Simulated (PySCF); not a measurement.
Spinor energies of Mn (manganese, neutral)

Start: [Ar] 3d5 4s1 4p1; 3d5/2 filled at m_j = -3/2, -1/2, +1/2, +3/2, +5/2; 4s1/2 filled at m_j = +1/2; 4p3/2 filled at m_j = +3/2. Calculated with PySCF 2.14 in x2c-TZVPall-2c: generalised Hartree-Fock with the X2C-1e Hamiltonian and a Gaussian nucleus; one run each with spin-orbit coupling (SO) switched off, then screened by Boettger's factors. This is a chosen level, not necessarily the ground level.

```tsv
spinor shell	electrons	ε, spin-free (eV)	ε, screened SO (eV)	weight of nominal j (screened SO)	rms radius, screened SO (bohr)
1s1/2	2	-6599.1	-6599.0	1.000	0.0703
2s1/2	2	-804.16	-804.16	1.000	0.302
2p1/2	2	-677.76	-685.21	0.978	0.271
2p3/2	4	-677.76	-674.11	0.989	0.274
3s1/2	2	-106.23	-106.24	1.000	0.915
3p1/2	2	-68.431	-68.844	0.665	0.984
3p3/2	4	-68.431	-68.252	0.832	0.988
3d5/2	5	-17.765	-17.775	0.593	1.30
4s1/2	1	-9.399	-9.402	0.999	3.34
4p3/2	1	-4.888	-4.870	1.000	3.89
```

| quantity | spin-free | screened SO |
| --- | --- | --- |
| E (hartree) | -1157.31802 | -1157.33271 |
| M_J | 9/2 | 9/2 |
| ⟨J²⟩ | 24.759 | 24.759 |
| ⟨L²⟩ | 2.008 | 2.011 |
| ⟨S²⟩ | 15.750 | 15.749 |

Each row is a mean over spinors that exchange with the open shell spreads, by up to 14.126 eV (3p3/2).

Rows whose weight is well below 1 are mixtures of j = l ± 1/2: exchange outweighs spin-orbit coupling there, and the label is only the starting occupation.

Without spin-orbit coupling the j labels of p, d and f shells carry no meaning; the spin-free column gives the mean over the occupied spinors of each nl shell.
